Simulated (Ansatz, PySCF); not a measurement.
Process, species as SMILES: CCS → [CH2]C + [SH] (HS) (the C-S bond at the site shown breaks; other sites are not compared here)
Each molecule is optimised on its own at B3LYP-D3(BJ)/def2-TZVP (Ansatz, a quantum-chemistry and plane-wave program), one conformer each, not searched for the lowest.

Property: bond dissociation energy (enthalpy at 298 K, with B3LYP-D3(BJ) rigid-rotor harmonic-oscillator terms from PySCF), in kcal/mol. Cores are frozen in the correlated levels unless marked. UHF or UKS for open shells. Spin-orbit coupling is left out. No relativistic terms. CBS marks a two-point X^-3 extrapolation of the correlation energy; Hartree-Fock from the larger set. The bracket is a focal-point correction in the basis named.

```
level                                                                             program  bond dissociation energy (kcal/mol)
-------------------------------------------------------------------------  --------------  -----------------------------------
PBE-D4/def2-TZVPD                                                          Ansatz + dftd4                                  ___
B97M-V/def2-TZVPD                                                                  Ansatz                                 71.9
PBE0/def2-TZVP                                                                     Ansatz                                 71.1
CAM-B3LYP-D4/def2-TZVPD                                                    Ansatz + dftd4                                 69.4
CAM-B3LYP/def2-TZVPD                                                               Ansatz                                 68.0
RI-MP2/CBS(aug-cc-pV(T+d)Z,aug-cc-pV(Q+d)Z)+[CCSD(T)-MP2]/aug-cc-pV(T+d)Z          Ansatz                                 74.6
```

Question: What belongs in the gaps?

Answer: 
- PBE-D4/def2-TZVPD, bond dissociation energy (kcal/mol): 74.4
